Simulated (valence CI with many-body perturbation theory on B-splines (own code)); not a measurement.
## Tb52+: calculated level list

Method: configuration interaction combined with many-body perturbation theory (CI+MBPT): three valence electrons over a frozen Dirac-Fock core [Ne], a basis of 11 s, 11 p, 9 d, 7 f, 5 g, 2 h, 1 i functions for each j, with the one-electron correlation potential Σ1 (screened to all orders), the two-electron term Σ2, the three-electron term Σ3, Breit, model QED; selected single and double excitations, second order for the rest (own B-spline code, finite nucleus).

The last digits are not significant, and no measured levels were compared; by estimate large intervals hold to a few tenths of a per cent, small ones and those within an open d or f shell to about a per cent.

Levels 46 to 68 of 68, with energies above the lowest level, (3s^2 3p1/2) J=1/2. "Leading %" is the weight of the configuration and term that name the level; weights of strongly mixed levels are sums over their largest components and can fall short. In the jj column 3d3/2^4 stands for four electrons in 3d with j = 3/2.

| No. | Configuration | Term | J | E (eV) | Leading % | Leading jj | g |
| --- | --- | --- | --- | --- | --- | --- | --- |
| 46 | 3p²3d | ²D | 3/2 | 863.89 | 38 | 3p1/2 3p3/2 3d3/2 (86 %) | 1.111 |
| 47 | 3p²3d | ²D | 5/2 | 864.89 | 28 | 3p1/2 3p3/2 3d3/2 (82 %) | 1.169 |
| 48 | 3p²3d | ⁴P | 1/2 | 868.02 | 34 | 3p1/2 3p3/2 3d3/2 (88 %) | 1.696 |
| 49 | 3p²3d | ⁴D | 7/2 | 881.79 | 46 | 3p1/2 3p3/2 3d5/2 (98 %) | 1.296 |
| 50 | 3p²3d | ²G | 9/2 | 889.11 | 58 | 3p1/2 3p3/2 3d5/2 (93 %) | 1.180 |
| 51 | 3p³ | ²P° | 3/2 | 890.64 | 50 | 3p3/2^3 (94 %) | 1.276 |
| 52 | 3s3d² | ⁴F | 3/2 | 891.21 | 47 | 3s 3d3/2^2 (48 %) | 0.903 |
| 53 | 3s3d² | ⁴F | 3/2 | 892.24 | 33 | 3p1/2 3p3/2 3d5/2 (56 %) | 0.961 |
| 54 | 3p²3d | ²D | 5/2 | 894.46 | 30 | 3p1/2 3p3/2 3d5/2 (82 %) | 1.127 |
| 55 | 3s3d² | ⁴F | 5/2 | 902.72 | 53 | 3s 3d3/2^2 (67 %) | 1.077 |
| 56 | 3p²3d | ²F | 7/2 | 906.15 | 49 | 3p1/2 3p3/2 3d5/2 (80 %) | 1.104 |
| 57 | 3p²3d | ⁴P | 5/2 | 909.30 | 33 | 3p1/2 3p3/2 3d5/2 (87 %) | 1.215 |
| 58 | 3p²3d | ²P | 1/2 | 916.58 | 38 | 3p1/2 3p3/2 3d5/2 (55 %) | 1.630 |
| 59 | 3s3d² | ⁴P | 1/2 | 919.17 | 40 | 3s 3d3/2^2 (56 %) | 1.968 |
| 60 | 3p²3d | ²D | 3/2 | 920.03 | 61 | 3p1/2 3p3/2 3d5/2 (91 %) | 0.922 |
| 61 | 3s3d² | ⁴F | 7/2 | 934.58 | 89 | 3s 3d3/2 3d5/2 (86 %) | 1.214 |
| 62 | 3s3d² | ⁴F | 5/2 | 939.49 | 33 | 3s 3d3/2 3d5/2 (90 %) | 1.228 |
| 63 | 3s3d² | ⁴P | 3/2 | 943.68 | 86 | 3s 3d3/2 3d5/2 (98 %) | 1.585 |
| 64 | 3s3d² | ⁴F | 9/2 | 947.89 | 51 | 3s 3d3/2 3d5/2 (83 %) | 1.223 |
| 65 | 3s3d² | ²F | 5/2 | 956.23 | 51 | 3s 3d3/2 3d5/2 (81 %) | 1.124 |
| 66 | 3s3d² | ²G | 7/2 | 956.24 | 73 | 3s 3d3/2 3d5/2 (94 %) | 0.956 |
| 67 | 3s3d² | ²D | 3/2 | 958.75 | 43 | 3s 3d3/2 3d5/2 (78 %) | 1.049 |
| 68 | 3s3d² | ²P | 1/2 | 967.77 | 58 | 3s 3d3/2 3d5/2 (74 %) | 1.161 |

Where two levels of one J and parity lie close, their mixing, g and order are uncertain.
